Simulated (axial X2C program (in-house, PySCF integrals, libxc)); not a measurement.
# Which molecule has these constants?

Computed with an in-house all-electron X2C program for linear molecules (integrals from PySCF), spin-free (one-electron X2C) or two-component (2c: spin–orbit coupling with atomic mean-field Coulomb and Gaunt terms, which also bring small scalar terms), in Dyall basis sets with cores contracted in-house; open shells are unrestricted.

A two-component CCSD(T) calculation in a Dyall 3-zeta basis gave Re = 2.788 Å, ωe = 199.4 cm⁻¹, De = 1.14 eV, Ω = 1/2.

Task: Which molecule is it?
A. GaI⁻
B. AlI⁻
C. InI⁻

Result: B. The others have GaI⁻ 2.868 Å and 128.7 cm⁻¹ (Ω = 1/2); InI⁻ 3.050 Å and 108.0 cm⁻¹ (Ω = 1/2).

Frozen shells (counts by l): AlI⁻ I 4s3p2d, Al 2s1p, 11 electrons correlated; GaI⁻ I 4s3p2d, Ga 3s2p1d, 11 electrons correlated; InI⁻ I 4s3p2d, In 4s3p2d, 11 electrons correlated. Coupled cluster in natural virtuals with an MP2 remainder. Where the outer core of a metal is frozen, bonds come out longer and ionisation energies lower.

Each entry is the lowest single determinant of a limited PBE0 search at one distance. De goes to single-determinant-based atoms at the same level (for ions the charge split of lowest energy) and is withheld (n/a) where an atom does not fit its ground term or J level. Main or longest-lived isotopes. Some light 2c atoms are not at their ground J level, so De misses part of their lowering (0.04 eV or less).
